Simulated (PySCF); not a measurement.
C6H6N2.
Structure used (GFN2-xTB), in Å, numbered top down from 1:
```
atom  x, y, z in Å
C1    -3.006    0.957    0.083
N2    -2.289   -0.060   -0.020
C3    -1.233   -0.103   -0.997
C4     0.040   -0.314   -0.330
C5     1.061   -0.475    0.275
C6     2.334   -0.658    0.953
C7     3.356    0.123    0.293
N8     4.157    0.743   -0.237
H9    -3.791    0.959    0.825
H10   -2.903    1.858   -0.535
H11   -1.431   -0.961   -1.650
H12   -1.174    0.815   -1.609
H13    2.254   -0.330    1.995
H14    2.625   -1.714    0.933
```

Computed at PBE0/pcSseg-1 (PySCF, non-relativistic), with Q(14N) = 0.02044 b: N2, 14N (I = 1): χzz = -5.685 MHz, η = 0.348; N8, 14N (I = 1): χzz = -4.662 MHz, η = 0.015.

Task: Where would the pure quadrupole (NQR) lines of 14N at N2 fall for the rigid, isolated species?

Result: From ν± = (3/4)|χ|(1 ± η/3) and ν0 = |χ|η/2: ν+ 4.758 MHz, ν− 3.769 MHz, ν0 0.990 MHz (imine nitrogen).

Task: Find the zero-field quadrupole resonance frequencies of 14N at N8.

Result: From ν± = (3/4)|χ|(1 ± η/3) and ν0 = |χ|η/2: ν+ 3.515 MHz, ν− 3.479 MHz, ν0 0.036 MHz (nitrile nitrogen).

In a crystal, neighbours and librations shift these lines. GFN2-xTB bond lengths can be off by several hundredths of an ångström, more for odd bonds, and the gradients follow them. The small basis limits the accuracy of the gradients.

These values come from a run that also computed NMR shieldings. Hardware: one thread of an Intel Xeon Platinum 8488C, shared host. Cost: 18 s wall, 0.73 GiB resident at most.

One conformer stands for the species.
